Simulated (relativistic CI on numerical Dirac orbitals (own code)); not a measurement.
**Cr+ in a cubic cluster: L2,3 absorption with charge transfer**

Computed with a charge-transfer multiplet model of a cubic metal-ligand cluster with up to 3 ligand holes, Slater and spin-orbit integrals from Dirac-Coulomb-Breit ions, Slater integrals scaled by 0.8. The ground state mixes d5 with configurations of k ligand holes L, whose averages lie at kΔ + k(k − 1)U_dd/2; a core hole lowers each added d electron by U_cd. 300 K, Lorentzian 0.4 eV and Gaussian 0.3 eV FWHM.

Atomic integrals in eV (Slater integrals scaled, ζ unscaled), ground: F2dd 6.636, F4dd 4.082, zeta_d 0.022; with the core hole: F2dd 7.386, F4dd 4.554, zeta_d 0.034, zeta_core 5.628, F2cd 4.152, G1cd 2.980, G3cd 1.690.

Cluster parameters (eV): Δ = 6.8, U_dd = 6.6, U_cd = 7.5, 10Dq = 0.7, 10Dq(ligand) = 1.6, final-state hopping factor = 0.9.

Weights, n_d and S are thermal averages at 300 K. Photon energies count from the first peak over 30 % of the highest in each spectrum, which can be another peak from case to case. The parameters are a model scan and need not match a compound or its usual spin state. Peaks in eV (height, largest 100): 0.0 (39), 1.3 (100), 9.0 (16), 10.4 (22).

Task: Which parameters give this spectrum?
A. V(eg) = 3.1 eV, V(t2g) = -1.67 eV
B. V(eg) = 2.5 eV, V(t2g) = -1.35 eV
C. V(eg) = 2.8 eV, V(t2g) = -1.51 eV

Result: C. V(eg) = 2.8 eV, V(t2g) = -1.51 eV; the ground state then has 5.23 d electrons and S = 2.50. The choice follows from running the model for each set and comparing peak positions and heights.
